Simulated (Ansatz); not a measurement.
Relaxation of H$_{8}$NOW (11 atoms, charge 0, multiplicity 2), to a largest force component of 0.03 eV/Å in at most 50 steps.

All numbers below come from Ansatz, UKS B3LYP-D4/def2-SVP.

```xyz
11
Properties=species:S:1:pos:R:3
W 0.033 0.028 0.049
H -0.610 0.721 2.811
H 1.560 0.471 0.655
H 0.189 1.622 0.623
H -1.521 0.590 0.544
H 0.825 -1.391 0.627
O -0.072 -0.170 -1.811
H 0.248 0.192 -2.646
N -0.161 -0.122 2.405
H -0.719 -0.927 2.702
H 0.756 -0.221 2.844
```

Task: Where does it end, and by what steps?

Result: The run converged. After 4 steps the energy has fallen by 0.007 eV; H11 moved furthest, 0.06 Å.

| step | energy less start (eV) | largest force component (eV/Å) | accepted |
| --- | --- | --- | --- |
| 0 | 0.0000 | 0.585 | yes |
| 1 | -0.0063 | 0.146 | yes |
| 2 | -0.0067 | 0.073 | yes |
| 3 | -0.0070 | 0.061 | yes |
| 4 | -0.0073 | 0.021 | yes |

```xyz
11
Properties=species:S:1:pos:R:3
W 0.035 0.032 0.051
H -0.554 0.729 2.806
H 1.554 0.497 0.663
H 0.170 1.629 0.625
H -1.525 0.569 0.551
H 0.849 -1.376 0.624
O -0.070 -0.169 -1.809
H 0.246 0.175 -2.651
N -0.161 -0.122 2.405
H -0.765 -0.893 2.694
H 0.747 -0.277 2.844
```

Whether the end is a true minimum wasn't checked by a vibrational analysis.

Run time: 12 s on 4 threads of Arm Neoverse V2, on a shared host, peak memory 0.22 GiB.
